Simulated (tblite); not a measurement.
Computed with GFN2-xTB (tblite): harmonic, unscaled wavenumbers at the GFN2-xTB geometry, gas phase. Against measured fundamentals such values can be off by several per cent, at times by over 20. Modes of hydrogen on silicon can be 10 to 20 % off. One conformer each. Thermal functions are those of the rigid rotor and harmonic oscillator, without mixing of conformers.

Problem. Order these by their zero-point energy, highest first (kcal/mol).
A. `C[C@@]([SiH3])(Cl)CO`
B. `[SiH3][Si@@]1([SiH2]OC)SC[SiH2]1`
C. `CS[C@@H]1C[Si@@H]([SiH3])[SiH2]1`
D. `[Si@@H]1(CC)N(C)CC[SiH2]S1`
E. `CS[C@H]1CS[SiH2]S1`

Solution. D (120.8), C (81.5), B (79.6), A (69.6), E (64.4).

| SMILES | atoms | mass (u) | symmetry number | modes under 300 cm⁻¹ | ZPE (kcal/mol) | S translation (cal/(mol K)) | S rotation | S vibration | S | Cp |
| --- | --- | --- | --- | --- | --- | --- | --- | --- | --- | --- |
| CC[Si@H]1S[SiH2]CCN1C | 24 | 177.05 | 1 | 11 | 120.8 | 41.4 | 30.6 | 40.7 | 112.7 | 49.9 |
| CS[C@@H]1C[Si@@H]([SiH3])[SiH2]1 | 19 | 164.00 | 1 | 9 | 81.5 | 41.2 | 30.5 | 42.5 | 114.2 | 47.5 |
| CO[SiH2][Si@@]1([SiH3])[SiH2]CS1 | 20 | 195.97 | 1 | 12 | 79.6 | 41.7 | 31.4 | 55.3 | 128.4 | 54.7 |
| C[C@@]([SiH3])(Cl)CO | 15 | 124.01 | 1 | 6 | 69.6 | 40.4 | 28.1 | 22.8 | 91.3 | 34.1 |
| CS[C@H]1CS[SiH2]S1 | 15 | 167.96 | 1 | 7 | 64.4 | 41.3 | 29.9 | 27.5 | 98.7 | 37.1 |

Entropies and Cp are for 298.15 K and 1 bar.
